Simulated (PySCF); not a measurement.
Species: C7H11O (doublet state).
Structure used (GFN2-xTB), in Å, numbered top down from 1:
```xyz
19
C7H11O angstrom
C      2.4703   -1.0973    0.6168
C      1.3138   -0.4538    0.2737
C      0.1149   -1.0392   -0.0859
C     -0.9354   -0.0291   -0.4346
C     -2.3011   -0.3560    0.1651
O     -1.1306    0.0250   -1.8484
C     -0.3365    1.2917    0.1064
C      1.1744    1.0514    0.2245
H      3.3570   -0.5500    0.8793
H      2.5232   -2.1705    0.6376
H     -0.0575   -2.0956   -0.1798
H     -2.9965    0.4492   -0.0565
H     -2.2198   -0.4826    1.2410
H     -2.6800   -1.2728   -0.2785
H     -0.2730    0.1522   -2.2684
H     -0.5823    2.1226   -0.5539
H     -0.7598    1.4998    1.0887
H      1.7113    1.4403   -0.6449
H      1.5980    1.5239    1.1103
```

The hyperfine couplings belong to this conformer and change with its torsions.

The species is `C=C1[CH][C@](C)(O)CC1` [radical].

The calculation used UKS B3LYP, pcH-1 on C H O, non-relativistic, mean-field spin-orbit, GIAO in PySCF. Isolated species at its GFN2-xTB geometry (one conformer only). The geometry wasn't refined by DFT: couplings that depend on bond lengths, twists or pyramidal angles can differ widely from those at the functional's own minimum. The SCF solution wasn't tested for stability. ⟨S²⟩ is 0.776 where a pure state has 0.75.

Principal values of hyperfine tensors in MHz (contact and dipolar terms together), for some of the nuclei:

```csv
atom,isotope,A1,A2,A3
C3,13C,4.29,5.81,154.01
C1,13C,2.02,3.65,155.27
C2,13C,-75.93,-36.67,-30.32
H9,1H,-66.76,-41.85,-16.17
H10,1H,-61.77,-41.26,-16.34
H18,1H,-21.52,-19.67,-16.50
C4,13C,-17.47,-17.35,-15.48
C5,13C,11.47,11.76,16.56
```

Split each tensor into its isotropic and traceless parts, and turn a_iso into mT with g = 2.0025.

a_iso is a third of the trace, T = A − a_iso, and a(mT) = a(MHz)/(g × 13.996).

| atom | a_iso (MHz) | a_iso (mT) | T1 | T2 | T3 |
| --- | --- | --- | --- | --- | --- |
| C3 | 54.71 | 1.952 | -50.41 | -48.90 | 99.31 |
| C1 | 53.64 | 1.914 | -51.63 | -50.00 | 101.62 |
| C2 | -47.64 | -1.700 | -28.29 | 10.97 | 17.32 |
| H9 | -41.59 | -1.484 | -25.17 | -0.26 | 25.42 |
| H10 | -39.79 | -1.420 | -21.98 | -1.47 | 23.45 |
| H18 | -19.23 | -0.686 | -2.29 | -0.44 | 2.73 |
| C4 | -16.76 | -0.598 | -0.70 | -0.58 | 1.29 |
| C5 | 13.26 | 0.473 | -1.79 | -1.51 | 3.30 |

What spin density at the nucleus of H18 lies behind its contact coupling (g_N = 5.58569)?

a_FC = 800.24 MHz bohr³ × g_N × ρ(0)/(2S). With a_FC = -19.23 MHz and 2S = 1, ρ(0) = -0.004301 bohr⁻³. In magnitude that is 1.4 % of the 1/π = 0.318 of a free hydrogen atom.

H11 (1H, g_N = 5.58569) isn't in the table. Its spin density at the nucleus is -0.008603 bohr⁻³. What is its contact coupling?

By the same relation, a_FC = -38.5 MHz. Its full tensor has the principal values -59.82, -40.20, -15.35 MHz.

What first-order splitting does C3 cause when the field lies along A1, A2 or A3 of its tensor (g taken as isotropic, no quadrupole term)?

2 lines (I = 1/2), spaced by |A_i|/(g × 13.996): 0.15, 0.21, 5.50 mT along the axes of A1, A2 and A3.
